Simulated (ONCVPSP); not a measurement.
Before and after: ONCV potential for indium

In, optimised norm-conserving Vanderbilt (ONCV), made with ONCVPSP 4.0.1 (PBEsol, scalar-relativistic). Core [Ar] 3d10, reference 4s2 4p6 4d10 5s2 5p1. Waves: 4s+5s: rc 1.25 bohr, ncon 4, nbas 8, qcut 7.7 1/bohr, 2 projectors; 4p+5p: rc 1.70 bohr, ncon 5, nbas 9, qcut 8.1 1/bohr, 2 projectors; 4d: rc 1.05 bohr, ncon 4, nbas 8, qcut 10.6 1/bohr, local. Local part: the d channel. Core correction: polynomial model core, fcfact 0.4.

Change: s: qcut 10.3; p: qcut 10.9; d: qcut 14.2.

Cutoffs: the cutoffs (Ha) at which the residual kinetic energy of the hardest occupied pseudo-wave falls to 1 and 0.1 mHa per electron; they do not see the model core or the augmentation charge, which bear on the density cutoff. Errors are all-electron minus pseudo energies relative to the spin-unpolarised reference configuration.

Q: What does the change do?

A: The potential gets neither clearly harder nor softer (43 Ha and 101 Ha → 45 Ha and 57 Ha); the d channel sets the loose cutoff, while the largest relative change is in s, which becomes harder; of the 3 tests that both files solve, the error grows in 0 and shrinks in 1 by more than 15 % and 0.3 meV (median size 5.1 → 4.5 meV); neither file shows a bound ghost.

| quantity | base | changed |
| --- | --- | --- |
| cutoff, loose | 43 Ha | 45 Ha |
| cutoff, tight | 101 Ha | 57 Ha |
| loose cutoff by channel | s 29 Ha, p 23 Ha, d 43 Ha | s 39 Ha, p 21 Ha, d 45 Ha |
| bound ghosts | none | none |
| GHOST(+) flags under 300 eV | none | none |
| tests with a reliable result | 3 of 4 | 3 of 4 |
| error for 4s2 4p6 4d10 5s2 5p0, meV [ΔE 5.36 eV] | -1.2 | -1.2 |
| error for 4s2 4p6 4d10 5s1 5p0, meV [ΔE 24.64 eV] | -5.1 | -4.5 |
| error for 4s1 4p6 4d10 5s2 5p1, meV [ΔE 127.40 eV] | -195 | -86 |
| s: phases at 1.27 bohr within 0.05 rad from the reference energy up to (Ha; the scan ends near 5) | to the end of the scan | to the end of the scan |
| p: phases at 1.72 bohr within 0.05 rad from the reference energy up to (Ha; the scan ends near 5) | to the end of the scan | to the end of the scan |
| d: phases at 1.07 bohr within 0.05 rad from the reference energy up to (Ha; the scan ends near 5) | to the end of the scan | to the end of the scan |
| rms error of d²Exc/dni dnj with the model core, mHa | 0.92 | 0.38 |
